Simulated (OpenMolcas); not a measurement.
F+: effect of the active space

```yaml
Program: OpenMolcas
Method: SS-CASPT2 or its RAS form, IPEA 0.25 Eh, imaginary shift 0.1 Eh
Basis: ANO-R3
Scalar_Hamiltonian: X2C, finite nucleus
Spin-orbit_coupling: state interaction with AMFI integrals over the reference wave functions, term energies averaged over their components
```

A. 4 electrons in 3 orbitals (2p); 2S+1 = 3 even, 3 roots; 2S+1 = 1 even, 6 roots; closed shells correlated: 1s 2s; CASPT2 step roughly 0.6 core-seconds
B. 6 electrons in 4 orbitals (2s 2p); 2S+1 = 3 even, 3 roots; 2S+1 = 1 even, 6 roots; 2S+1 = 3 odd, 3 roots; 2S+1 = 1 odd, 3 roots; closed shells correlated: 1s; CASPT2 step about 1.2 core-seconds
C. 4 electrons in 9 orbitals (RAS2 2p; RAS3 3s 3d, at most 1 electron); 2S+1 = 3 even, 3 roots; 2S+1 = 1 even, 6 roots; 2S+1 = 5 odd, 1 root; 2S+1 = 3 odd, 9 roots; 2S+1 = 1 odd, 8 roots; closed shells correlated: 1s 2s; CASPT2 step roughly 7 core-seconds

Energies in cm-1 above 2s2 2p4 3P2, the measured ground level; measured values from NIST Handbook of Basic Atomic Spectroscopic Data.

```csv
Level,A,B,C,Measured
2s2 2p4 3P2,0.0,0.0,0.0,0.0
2s2 2p4 3P1,319,319,319,341
2s2 2p4 3P0,473,473,473,490
2s2 2p4 1D2,21000,21010,21030,20873
2s2 2p4 1S0,47200,44600,50130,44918
```

Deviations, from unrounded energies. A percentage is the sum of absolute deviations over the sum of measured energies, with the sign that they share, or ± where signs differ.

| Against measurement | Levels | A | B | C |
| --- | --- | --- | --- | --- |
| mean absolute deviation (cm-1) | 4 | 610 | 120 | 1400 |
| fine structure of the ground term (%) | 2 | -4.7 | -4.7 | -4.7 |
| other terms of the ground configuration (%) | 2 | +3.7 | ±0.7 | +8.2 |

B lies closest to measurement on these levels and C furthest from it. The largest miss of B in the table is 2s2 2p4 1S0, by -320 cm-1. The ranking rests on the paired levels alone, and a cruder setting can come out closer through cancelling errors.

Among A to C the level of the table that moves most is 2s2 2p4 1S0, by 5500 cm-1 (lowest in B, highest in C). Moves below CASPT2's spread within the term are not significant.

CASPT2 breaks the degeneracy within a term, and the mean is taken; among the terms shown or strongly mixed into the levels shown the widest spread is 87 cm-1 (2s2 2p4 1D, B). Over all roots computed the reference weight is 0.88 to 0.98 in C; the roots of lowest weight are the least certain, and an intruder state may touch them. With the s shell closed, the reference lacks s² → p² mixing (holds for A; C). Measured partners are found by configuration, term and J. A level has none where our copy of the source lacks it or the pairing is in doubt (some pairs that miss far off the trend of their configuration count as doubtful), and it then counts in no deviation. Only configurations of the active space appear. The table leaves out levels that lie high or whose names do not pair safely across all columns.
